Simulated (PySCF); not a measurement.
# How methods differ on the ionisation energy of Lu³⁺

Lu³⁺ [Xe] 4f14 → Lu⁴⁺ [Xe] 4f13 [4f5/2^6 4f7/2^7, M_J = 7/2], as a difference of total energies. Computed with PySCF 2.14 in x2c-TZVPPall-2c (11s11p10d2f2g, 126 functions), with the two-component X2C-1e Hamiltonian. Correlated levels: [Ar] 3d10 frozen; the 18 highest virtual spinors dropped. "Screened" scales the spin-orbit matrix elements by Boettger's factors to mimic the two-electron term; Breit and QED terms are absent.

```
                    method  ionisation energy (eV)
           GHF (spin-free)                  42.579
          GMP2 (spin-free)                  45.225
 GHF (screened spin-orbit)                  41.793
GMP2 (screened spin-orbit)                  44.458
```

The spin-free rows lack the spin-orbit shift.

Errors of the correlated levels include the incompleteness of this basis and the frozen core.

**Question.** Which method comes closest to the reference value, and which is furthest?

**Answer.** The reference is 45.249 ± 0.025 eV (semi-empirical (NIST evaluation); NIST Atomic Spectra Database, ionization energies). Closest: GMP2 (spin-free) (error -0.024 eV); furthest: GHF (screened spin-orbit) (error -3.456 eV).
